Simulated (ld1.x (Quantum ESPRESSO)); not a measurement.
# barium: excitation energies, all-electron against TM

ld1.x (Quantum ESPRESSO) 7.5 input, shortened:

```
&input
   title='Ba', zed=56., rel=1, dft='PZ', iswitch=3,
   config='[Xe] 5d0 6s1 6p0'
 /
 &inputp
   pseudotype=2, tm=.true., lloc=0,
   nlcc=.false.
 /
3
5P  2  1   6.00   0.00  3.10  3.10  0.0
5D  3  2   0.00   0.00  3.45  3.45  0.0
5S  1  0   2.00   0.00  2.50  2.50  0.0
 &test
   configts(1)='5s2 5p6 5d0 6s1 6p0'
 /
```

Occupied shells without a wave of their own: 6s. They enter only through the test configuration that unscreens the potential.

Energies are relative to the spin-unpolarised reference configuration 5s2 5p6 5d0 6s1 6p0; without spin polarisation the order of configurations can differ from experiment. Spin-polarised rows fill each open shell by Hund’s rule, majority spin first. Not all tests gave a result: 5 of 9 tests not solved or not reliable. Left out of the table: 5s2 5p6 5d0 6s2 6p0 (solver errors, printed error -7.1 eV); 5s2 5p6 5d0 6s1.5 6p0 (solver errors, printed error -4.8 eV); 5s2 5p6 5d0 6s1 6p1 (solver errors, printed error +2.8 eV); 5s2 5p6 5d1 6s1 6p0 (solver errors, printed error +4.1 eV); 5s2 5p6 5d0 6s1.5 6p0 (spin-polarised) (solver errors, printed error -4.8 eV).

```
               valence configuration  charge  ΔE all-electron (eV)  error AE − PS (meV)
                 5s2 5p6 5d0 6s0 6p0      +2                10.171                +8579
                 5s1 5p6 5d0 6s2 6p0      +1                33.424               +11162
                 5s2 5p6 5d0 6s0 6p2       0                -1.176                +9146
5s2 5p6 5d0 6s1 6p0 (spin-polarised)      +1                -0.147                 -107
```

These tests converged, but a pseudo level misses the all-electron one widely, so the file describes the atom poorly there or has found another state: 5s2 5p6 5d0 6s0 6p2: empty 6s by 3.1 eV. The 6s level has no wave, so the channel is fitted at the deeper level alone: the likely source of the large errors.

A Bessel basis up to 400 Ry misses an occupied level by 0.56 Ry, so cutoffs and ghosts were not judged. The potential misses its own reference levels by up to 6.8 eV, so it is not fit for use.
